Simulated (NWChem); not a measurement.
System: C₃H₂BrCl; SMILES ClC=C=CBr

Excerpt of the output:

```
             Northwest Computational Chemistry Package (NWChem) 7.3.0
             --------------------------------------------------------

 C1  symmetry detected

                             Geometry "geometry" -> ""
                             -------------------------

 Output coordinates in angstroms (scale by  1.889725989 to convert to a.u.)

  No.       Tag          Charge          X              Y              Z
 ---- ---------------- ---------- -------------- -------------- --------------
    1 Cl                  17.0000     0.46195953    -3.16126999    -0.12372505
    2 C                    6.0000    -0.58607143    -1.93436786     0.54373045
    3 C                    6.0000    -0.72096024    -0.73122349     0.02386585
    4 C                    6.0000    -0.86230034     0.47291042    -0.47888923
    5 Br                  35.0000     0.22585182     1.95494455     0.03907185
    6 H                    1.0000    -1.12992065    -2.26728068     1.44351214
    7 H                    1.0000    -1.61221290     0.74189689    -1.23994345

 Effective nuclear repulsion energy (a.u.)     315.0701423774

  pbe96 is a nonlocal functional; adding pw91lda local functional.

                                 NWChem DFT Module
                                 -----------------

 Summary of "ao basis" -> "ao basis" (spherical)
 ------------------------------------------------------------------------------
       Tag                 Description            Shells   Functions and Types
 ---------------- ------------------------------  ------  ---------------------
 Cl                         def2-svp                 8       18   4s3p1d
 C                          def2-svp                 6       14   3s2p1d
 Br                         def2-svp                12       32   5s4p3d
 H                          def2-svp                 3        5   2s1p

            General Information
            -------------------
          SCF calculation type: DFT
          Wavefunction type:  closed shell.
          No. of atoms     :     7
          No. of electrons :    72
           Alpha electrons :    36
            Beta electrons :    36
          Charge           :     0
          Spin multiplicity:     1
          Use of symmetry is: off; symmetry adaption is: off
          Maximum number of iterations: 150
          AO basis - number of functions:   102
                     number of shells:    44
          Convergence on energy requested:  1.00D-06
          Convergence on density requested:  1.00D-05
          Convergence on gradient requested:  5.00D-04

              XC Information
              --------------
          PerdewBurkeErnzerhof Exchange Functional  1.000
            Perdew 1991 LDA Correlation Functional  1.000 local
           PerdewBurkeErnz. Correlation Functional  1.000 non-local

             Grid Information
             ----------------
          Grid used for XC integration:  medium
          Radial quadrature: Mura-Knowles
          Angular quadrature: Lebedev.
          Tag              B.-S. Rad. Rad. Pts. Rad. Cut. Ang. Pts.
          ---              ---------- --------- --------- ---------
          Cl                  1.00       88          12.0       590
          C                   0.70       49          11.0       434
          Br                  1.15      112          12.0       590
          H                   0.35       45          11.0       434
          Grid pruning is: on
          Number of quadrature shells:   437
          Spatial weights used:  Erf1

      Superposition of Atomic Density Guess
      -------------------------------------

 Sum of atomic energies:       -3145.28231733

      Non-variational initial energy
      ------------------------------

 Total energy =   -3147.300075
 1-e energy   =   -4996.834711
 2-e energy   =    1534.464493
 HOMO         =      -0.279340
 LUMO         =      -0.014572

   convergence    iter        energy       DeltaE   RMS-Dens  Diis-err
 ---------------- ----- ----------------- --------- --------- ---------
 d= 0,ls=0.0,diis     1  -3148.4625249633 -3.46D+03  1.57D-02  7.89D-01
 d= 0,ls=0.0,diis     2  -3148.3390705283  1.23D-01  1.20D-02  1.58D+00
 d= 0,ls=0.0,diis     3  -3148.5249403004 -1.86D-01  3.26D-03  1.42D-01
 d= 0,ls=0.0,diis     4  -3148.5398810542 -1.49D-02  1.75D-03  2.94D-02
 d= 0,ls=0.0,diis     5  -3148.5436355317 -3.75D-03  6.09D-04  3.28D-03
  Resetting Diis
 d= 0,ls=0.0,diis     6  -3148.5441423839 -5.07D-04  9.11D-05  6.82D-05
 d= 0,ls=0.0,diis     7  -3148.5441488421 -6.46D-06  1.04D-04  1.24D-05
 d= 0,ls=0.0,diis     8  -3148.5441361572  1.27D-05  7.86D-05  9.36D-05
 d= 0,ls=0.0,diis     9  -3148.5441504752 -1.43D-05  7.41D-06  9.69D-07
 d= 0,ls=0.0,diis    10  -3148.5441505656 -9.04D-08  1.75D-06  1.61D-08

         Total DFT energy =    -3148.544150565579
      One electron energy =    -4998.610652660624
           Coulomb energy =     1670.743361712588
    Exchange-Corr. energy =     -135.747001994925
 Nuclear repulsion energy =      315.070142377382

 Numeric. integr. density =       72.000001502730

                       DFT Final Molecular Orbital Analysis
                       ------------------------------------

 Vector   34  Occ=2.000000D+00  E=-2.581074D-01
              MO Center=  1.3D-01,  1.8D+00, -8.2D-03, r^2= 2.1D+00
   Bfn.  Coefficient  Atom+Function         Bfn.  Coefficient  Atom+Function
  ----- ------------  ---------------      ----- ------------  ---------------
    77      0.383111  5 Br pz                74      0.348054  5 Br pz
    76     -0.317516  5 Br py                75      0.314149  5 Br px
    72      0.290687  5 Br px                73     -0.275057  5 Br py
    71     -0.229699  5 Br pz                69     -0.191450  5 Br px
    70      0.182482  5 Br py                98      0.136685  7 H  s

 Vector   35  Occ=2.000000D+00  E=-2.368372D-01
              MO Center= -1.9D-01, -1.6D+00,  5.2D-02, r^2= 4.0D+00
   Bfn.  Coefficient  Atom+Function         Bfn.  Coefficient  Atom+Function
  ----- ------------  ---------------      ----- ------------  ---------------
    11      0.331360  1 Cl px                36     -0.271770  3 C  px
    13      0.252429  1 Cl pz                 8      0.233014  1 Cl px
    22     -0.230708  2 C  px                38     -0.201015  3 C  pz
    76     -0.197137  5 Br py                73     -0.183631  5 Br py
    10      0.178462  1 Cl pz                24     -0.176902  2 C  pz

[...]

                                NWChem TDDFT Module
                                -------------------

            General Information
            -------------------
           No. of orbitals :     204
            Alpha orbitals :     102
             Beta orbitals :     102
        Alpha frozen cores :       0
         Beta frozen cores :       0
     Alpha frozen virtuals :       0
      Beta frozen virtuals :       0
         Spin multiplicity :       1
    Number of AO functions :     102
        Use of symmetry is : off
      Symmetry adaption is : off
         Schwarz screening :  0.10D-07

              XC Information
              --------------
   PerdewBurkeErnzerhof Exchange Functional   1.00
     Perdew 1991 LDA Correlation Functional   1.00 local
    PerdewBurkeErnz. Correlation Functional   1.00 non-local

             TDDFT Information
             -----------------
          Calculation type : Tamm-Dancoff TDDFT
         Wavefunction type : Restricted singlets
          No. of electrons :      72
           Alpha electrons :      36
            Beta electrons :      36
              No. of roots :       8
          Max subspacesize :    5600
            Max iterations :     100
               Target root :       1
           Target symmetry : none
      Symmetry restriction : off
                 Algorithm : Optimal
        Davidson threshold :  0.10D-03

    8 smallest eigenvalue differences (eV)
--------------------------------------------------------
  No. Spin  Occ  Vir  Irrep   E(Occ)    E(Vir)   E(Diff)
--------------------------------------------------------
    1    1   36   37 a        -0.234    -0.079     4.210
    2    1   35   37 a        -0.237    -0.079     4.292
    3    1   36   38 a        -0.234    -0.070     4.452
    4    1   35   38 a        -0.237    -0.070     4.534
    5    1   34   37 a        -0.258    -0.079     4.871
    6    1   34   38 a        -0.258    -0.070     5.113
    7    1   33   37 a        -0.277    -0.079     5.396
    8    1   33   38 a        -0.277    -0.070     5.638
--------------------------------------------------------

  Entering Davidson iterations
  Restricted singlet excited states

  Iter   NTrls   NConv    DeltaV     DeltaE      Time
  ----  ------  ------  ---------  ---------  ---------
    1      8       0     0.19E+00   0.10+100        2.8
    2     16       0     0.17E+00   0.24E-01        2.8
    3     24       0     0.12E+00   0.20E-01        2.9
    4     32       3     0.53E-01   0.19E-01        2.8
    5     37       6     0.49E-02   0.28E-02        2.4
    6     39       7     0.90E-03   0.30E-04        1.9
    7     40       7     0.11E-03   0.72E-06        1.8
    8     41       8     0.78E-04   0.12E-07        1.8
  ----  ------  ------  ---------  ---------  ---------
  Convergence criterion met

  Ground state a       -3148.544150565579 a.u.

  ----------------------------------------------------------------------------
  Root   1 singlet a              0.162179676 a.u.                4.4131 eV
  ----------------------------------------------------------------------------
     Transition Moments    X  0.00215   Y  0.01766   Z  0.02364
     Dipole Oscillator Strength                    0.0000946588
     Electric Quadrupole                           0.0000000007
     Magnetic Dipole                               0.0000002796
     Total Oscillator Strength                     0.0000949390

     Occ.   35  a   ---  Virt.   38  a        0.13579
     Occ.   36  a   ---  Virt.   37  a        0.98670
     Occ.   36  a   ---  Virt.   39  a       -0.05794
  ----------------------------------------------------------------------------
  Root   2 singlet a              0.172663021 a.u.                4.6984 eV
  ----------------------------------------------------------------------------
     Transition Moments    X  0.02364   Y  0.02060   Z  0.01458
     Dipole Oscillator Strength                    0.0001376285
     Electric Quadrupole                           0.0000000031
     Magnetic Dipole                               0.0000004695
     Total Oscillator Strength                     0.0001381011

     Occ.   34  a   ---  Virt.   38  a        0.05696
     Occ.   35  a   ---  Virt.   37  a        0.07073
     Occ.   35  a   ---  Virt.   38  a        0.98498
     Occ.   36  a   ---  Virt.   37  a       -0.13449
  ----------------------------------------------------------------------------
  Root   3 singlet a              0.184038888 a.u.                5.0080 eV
  ----------------------------------------------------------------------------
     Transition Moments    X  0.06552   Y -0.13727   Z -0.01109
     Dipole Oscillator Strength                    0.0028536568
     Electric Quadrupole                           0.0000000059
     Magnetic Dipole                               0.0000000288
     Total Oscillator Strength                     0.0028536914

     Occ.   31  a   ---  Virt.   37  a       -0.07284
     Occ.   32  a   ---  Virt.   38  a        0.12815
     Occ.   34  a   ---  Virt.   37  a       -0.46819
     Occ.   34  a   ---  Virt.   39  a        0.06895
     Occ.   35  a   ---  Virt.   37  a       -0.60799
     Occ.   35  a   ---  Virt.   39  a       -0.17288
     Occ.   35  a   ---  Virt.   41  a       -0.05278
     Occ.   36  a   ---  Virt.   38  a        0.57101
     Occ.   36  a   ---  Virt.   40  a        0.07936
     Occ.   36  a   ---  Virt.   42  a        0.05176
  ----------------------------------------------------------------------------
  Root   4 singlet a              0.187874918 a.u.                5.1123 eV
  ----------------------------------------------------------------------------
     Transition Moments    X  0.09421   Y -0.03774   Z  0.01251
     Dipole Oscillator Strength                    0.0013095629
     Electric Quadrupole                           0.0000000221
     Magnetic Dipole                               0.0000000325
     Total Oscillator Strength                     0.0013096174

     Occ.   32  a   ---  Virt.   38  a        0.05571
     Occ.   34  a   ---  Virt.   37  a        0.86832
     Occ.   34  a   ---  Virt.   38  a        0.10988
     Occ.   34  a   ---  Virt.   39  a       -0.05620
     Occ.   35  a   ---  Virt.   37  a       -0.27276
     Occ.   35  a   ---  Virt.   39  a       -0.14963
     Occ.   36  a   ---  Virt.   38  a        0.33665
     Occ.   36  a   ---  Virt.   40  a        0.05582
  ----------------------------------------------------------------------------
  Root   5 singlet a              0.189704615 a.u.                5.1621 eV
  ----------------------------------------------------------------------------
     Transition Moments    X  0.01384   Y  0.02898   Z  0.00150
     Dipole Oscillator Strength                    0.0001307080
     Electric Quadrupole                           0.0000000083
     Magnetic Dipole                               0.0000004445
     Total Oscillator Strength                     0.0001311609

     Occ.   34  a   ---  Virt.   37  a        0.09600
     Occ.   34  a   ---  Virt.   38  a       -0.99129
     Occ.   35  a   ---  Virt.   38  a        0.05307
     Occ.   36  a   ---  Virt.   38  a        0.05602
  ----------------------------------------------------------------------------
  Root   6 singlet a              0.200200587 a.u.                5.4477 eV
  ----------------------------------------------------------------------------
     Transition Moments    X  0.02964   Y  0.08746   Z  0.00533
     Dipole Oscillator Strength                    0.0011420248
     Electric Quadrupole                           0.0000000071
     Magnetic Dipole                               0.0000003922
     Total Oscillator Strength                     0.0011424240

     Occ.   33  a   ---  Virt.   37  a       -0.99605
     Occ.   36  a   ---  Virt.   38  a        0.05340
  ----------------------------------------------------------------------------
  Root   7 singlet a              0.213077258 a.u.                5.7981 eV
  ----------------------------------------------------------------------------
     Transition Moments    X  0.08020   Y  0.32097   Z -0.07061
     Dipole Oscillator Strength                    0.0162564388
     Electric Quadrupole                           0.0000000153
     Magnetic Dipole                               0.0000000988
     Total Oscillator Strength                     0.0162565528

     Occ.   31  a   ---  Virt.   37  a        0.09108
     Occ.   32  a   ---  Virt.   38  a        0.05537
     Occ.   33  a   ---  Virt.   38  a       -0.97862
     Occ.   33  a   ---  Virt.   40  a        0.05739
     Occ.   35  a   ---  Virt.   37  a        0.09773
     Occ.   36  a   ---  Virt.   38  a        0.11675
  ----------------------------------------------------------------------------
  Root   8 singlet a              0.220820979 a.u.                6.0088 eV
  ----------------------------------------------------------------------------
     Transition Moments    X -0.04597   Y -1.91957   Z  0.03929
     Dipole Oscillator Strength                    0.5429864729
     Electric Quadrupole                           0.0000003057
     Magnetic Dipole                               0.0000007875
     Total Oscillator Strength                     0.5429875662

[...]
```

Level: PBE/def2-SVP, TDA. Structure relaxed at the PBE-D3(BJ)/def2-SVP level.

Task: Write an input that gives this output.

Result: One answer among several that fit: the input that was run:
```
start job
memory heap 200 mb stack 900 mb global 1100 mb
geometry units angstroms noautoz
  Cl     0.469997    -3.146082    -0.116595
  C     -0.579927    -1.920870     0.550990
  C     -0.722907    -0.720654     0.026539
  C     -0.872252     0.480599    -0.480773
  Br     0.212032     1.969712     0.024850
  H     -1.117524    -2.252183     1.455109
  H     -1.627368     0.742887    -1.239015
end
basis spherical
  * library def2-svp
end
dft
  xc xpbe96 cpbe96
  iterations 150
end
tddft
  cis
  nroots 8
  notriplet
end
task tddft energy
```
